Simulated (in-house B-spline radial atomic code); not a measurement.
Zn. Computed with a B-spline radial atomic code. Model: non-relativistic spherical atom: semilocal Troullier-Martins pseudo-atom, one channel per l, against all electrons, high spin, G0W0 and RPA with empty states to l = 8, local potential for every l without a channel, a model core (radius 0 = none) keeps its share of the functional.

The core holds an angular momentum without a channel of its own, so the local potential lets valence electrons into it.

What the tables leave out is listed at the end.

The pseudopotential gives back the lowest level of each angular momentum of its own functional in the configuration it was made in; a second state of the same l is only approximately right. Exact exchange, RPA and GW see the smooth pseudo-orbitals and miss the exchange with the core, for which the functional's share stands in. The column with an uncorrelated core keeps all orbitals and exact exchange, and so separates missing core correlation from pseudisation. Only the three outermost levels and the lowest empty one were computed. RPA here is direct RPA, with no exchange kernel, and its energies carry an (l + 1/2)⁻⁴ tail. A hybrid on a potential with a model core restores only its own semilocal share of the core's exchange.

Command:
```bash
python run_psgw.py task.json out
```
Settings (lengths in bohr, energies in hartree):
```
Z                      30
electrons              30
configuration          [Ar] 3d10 4s2
generated_in           [Ar] 3d10 4s2
functional             pbe,pbe
core_shells            6
radius_factor          0.8
core_correction        False
ion_configuration      [Ar] 3d10 4s1
```

Time taken, with all properties: 54 s on 1 thread of Arm Neoverse N1, on a shared host.

Given: made with PBE; model core radius 0 bohr; local radius 1.825 bohr; mean-field start PBE.

Valence shells of the generating configuration: 4s.

Channel: s 1.714, p 2.456 (radii in bohr).

Computed: largest level miss in the spin-unpolarised generating configuration 0 eV; valence RPA correlation energy pseudo -0.075195 hartree; all-electron RPA polarisability, core included 32.071 bohr³; pseudo-atom RPA polarisability 31.636 bohr³; ionisation by mean-field all-electron 9.377 eV; ionisation by RPA all-electron 9.5492 eV; ionisation by RPA pseudo minus all 0.034 eV.

```csv
level,occupied,mean-field all-electron (eV),mean-field pseudo minus all (eV),G0W0 all-electron (eV),G0W0 uncorrelated core minus all (eV),G0W0 pseudo minus all (eV),exchange self-energy all-electron (eV),exchange self-energy pseudo (eV)
4s,1,-5.8255,0,-9.2023,0.507,0.118,-11.76,-9.1221
```

Problem. What is the ionisation by mean-field pseudo minus all?

Solution. -0.383 eV.

Problem. What is the valence RPA correlation energy all-electron orbitals?

Solution. -0.068614 hartree.

Given: mean-field start PBE0.

Computed: valence RPA correlation energy pseudo -0.065028 hartree; all-electron RPA polarisability, core included 28.852 bohr³; pseudo-atom RPA polarisability 27.443 bohr³; ionisation by mean-field pseudo minus all -0.067 eV; ionisation by RPA all-electron 9.3734 eV; ionisation by RPA pseudo minus all 0.032 eV.

```csv
level,occupied,mean-field all-electron (eV),mean-field pseudo minus all (eV),G0W0 all-electron (eV),G0W0 uncorrelated core minus all (eV),G0W0 pseudo minus all (eV),exchange self-energy all-electron (eV),exchange self-energy pseudo (eV)
4s,1,-6.5448,-0.114,-9.2353,0.517,0.011,-11.482,-9.1123
```

Problem. What is the ionisation by mean-field all-electron?

Solution. 9.0695 eV.

Problem. What is the valence RPA correlation energy all-electron orbitals?

Solution. -0.059233 hartree.

Given: mean-field start Hartree-Fock.

Computed: valence RPA correlation energy all-electron orbitals -0.041845 hartree; all-electron RPA polarisability, core included 25.248 bohr³; pseudo-atom RPA polarisability 21.086 bohr³; ionisation by mean-field pseudo minus all 0.567 eV; ionisation by RPA all-electron 8.9276 eV; ionisation by RPA pseudo minus all 0.144 eV.

```csv
level,occupied,mean-field all-electron (eV),mean-field pseudo minus all (eV),G0W0 all-electron (eV),G0W0 uncorrelated core minus all (eV),G0W0 pseudo minus all (eV),exchange self-energy all-electron (eV),exchange self-energy pseudo (eV)
4s,1,-7.9595,-0.53,-9.073,0.451,-0.17,-10.496,-8.9944
```

Problem. What is the ionisation by mean-field all-electron?

Solution. 7.6223 eV.

Problem. What is the valence RPA correlation energy pseudo?

Solution. -0.046431 hartree.

Among the listed levels the largest G0W0 shift of the pseudo-atom is -0.17 eV, for 4s on the Hartree-Fock start, while leaving the core uncorrelated moves that level by +0.45 eV. The rest, -0.62 eV, comes from pseudisation and the lost core exchange. Not in the tables (levels of low weight, unsolved or above zero; the highest and the empty levels are kept at any weight): on PBE the G0W0 levels 4p (pseudo minus all -0.06 eV, weights 0.89 and 0.91); on PBE0 the G0W0 levels 4p (pseudo minus all -0.01 eV, weights 0.93 and 0.94).
